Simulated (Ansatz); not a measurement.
Consider the substitution at a C–C bond: `CCB(O)Br` + `[OH][Sn]([OH])([Cl])[Cl]` → `C[O][Sn]([OH])([Cl])[Cl]` + `CB(O)Br`.

Program: Ansatz. Geometries: PBE0-D4/def2-TZVP. ΔE: electronic, gas phase. CCSD(T)/CBS adds triple-zeta CCSD(T) − MP2 to the extrapolated MP2 energy (def2 sets, frozen cores). Functionals use def2-TZVPP. B3LYP here is the variant with VWN-RPA as its local correlation; programs differ in this. def2 core potentials past Kr. For Br, Sn outer-core shells are correlated without core-valence functions, which leaves a few kJ/mol of doubt a bond. Scalar relativity is left out up to krypton. Each species was taken in one conformer, which may not be the lowest.

| level | ΔE (kcal/mol) | difference from CCSD(T)/CBS |
| --- | --- | --- |
| PBE-D4 | 8.0 | -1.1 |
| PBE0-D4 | 8.7 | -0.4 |
| B3LYP-D4 | 7.1 | -2.0 |
| ωB97M-V | 8.7 | -0.4 |
| B2PLYP | 7.9 | -1.2 |
| PBE | 7.9 | -1.2 |
| r2SCAN | 7.9 | -1.2 |
| PBE0 | 8.7 | -0.4 |
| B3LYP | 7.0 | -2.1 |
| HF/def2-TZVPP | 6.5 | -2.6 |
| MP2/def2-TZVPP | 9.9 | 0.8 |
| CCSD(T)/def2-TZVPP | 8.8 | -0.3 |
| MP2/def2-QZVPP | 10.0 | 0.9 |
| SCS-MP2/def2-QZVPP | 9.0 | -0.1 |
| HF/CBS(def2) | 6.5 | -2.6 |
| CCSD/CBS(def2) | 9.1 | 0.0 |
| CCSD(T)/CBS | 9.1 | 0 |

Largest T1 diagnostic among the species: 0.013.

From PBE to PBE0 (25 % exact exchange), in def2-TZVPP and without D4, ΔE moves by +0.7 kcal/mol. In def2-TZVPP, CCSD(T) changes the Hartree–Fock value by +2.3 kcal/mol (the triples alone add +0.0 kcal/mol) and MP2 by +3.4 kcal/mol.
